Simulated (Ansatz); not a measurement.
Relaxation of a periodic cell of 17 atoms, Si16O (host Si, host structure diamond, interstitial O), to a largest force component of 0.08 eV/Å in at most 25 steps.

Theory: DFT PBE, scalar-relativistic, plane waves, PAW (Ansatz 0.2.0). Settings: PAW set soft_1, cutoff 420 eV, k mesh 2x2x2, fermi-dirac smearing 0.02 eV, spin collinear.

```xyz
17
Lattice="0.0000 5.4300 5.4300 5.4300 0.0000 5.4300 5.4300 5.4300 0.0000" Properties=species:S:1:pos:R:3
Si 0.000 0.000 0.000
Si 1.357 1.357 1.357
Si 2.715 2.715 0.000
Si 4.072 4.072 1.357
Si 2.715 0.000 2.715
Si 4.072 1.357 4.072
Si 5.430 2.715 2.715
Si 6.787 4.072 4.072
Si 0.000 2.715 2.715
Si 1.357 4.072 4.072
Si 2.715 5.430 2.715
Si 4.072 6.787 4.072
Si 2.715 2.715 5.430
Si 4.072 4.072 6.787
Si 5.430 5.430 5.430
Si 6.787 6.787 6.787
O 9.483 6.797 6.844
```

Q: Where does it end, and by what steps?

A: It converged. The threshold is loose, so the end isn't yet a minimum. Limits of this set-up: coarse k mesh, a small cell, in which the defect meets its images. After 16 steps the energy has fallen by 3.483 eV; O17 moved furthest, 1.34 Å. Joined: Si9–O17 (2.33 → 1.66 Å), Si12–O17 (2.66 → 1.66 Å).

```tsv
step	energy less start (eV)	largest force component (eV/Å)	accepted
0	0.0000	0.410	yes
1	-0.0766	0.320	yes
2	-0.3437	1.416	yes
3	-0.8015	0.905	yes
4	-1.0846	0.447	yes
5	-1.2094	0.245	yes
6	-1.2837	0.125	yes
7	-1.3486	0.495	yes
8	-1.4827	0.840	yes
9	-1.7161	0.543	yes
10	-1.8121	2.070	yes
11	-2.2146	1.322	yes
12	-2.8125	1.851	yes
13	-3.0637	2.164	yes
14	-3.1992	1.451	yes
15	-3.4694	0.171	yes
16	-3.4829	0.062	yes
```

```xyz
17
Lattice="0.0000 5.4300 5.4300 5.4300 0.0000 5.4300 5.4300 5.4300 0.0000" Properties=species:S:1:pos:R:3
Si -0.067 -0.014 0.040
Si 1.432 1.341 1.268
Si 2.761 2.696 -0.058
Si 4.030 4.024 1.395
Si 2.814 -0.006 2.599
Si 4.088 1.346 4.038
Si 5.464 2.669 2.670
Si 6.889 4.039 3.936
Si 0.065 2.850 2.366
Si 1.128 3.852 4.170
Si 2.464 5.144 2.762
Si 3.806 6.547 4.043
Si 2.752 2.695 5.427
Si 4.183 4.266 6.500
Si 5.577 5.561 5.160
Si 6.834 6.730 6.767
O 9.564 7.359 8.061
```

Run time: 5.2 min on 1 thread of Intel(R) Xeon(R) Platinum 8259CL CPU @ 2.50GHz (Skylake/Cascade Lake), on a shared host, peak memory 0.71 GiB.
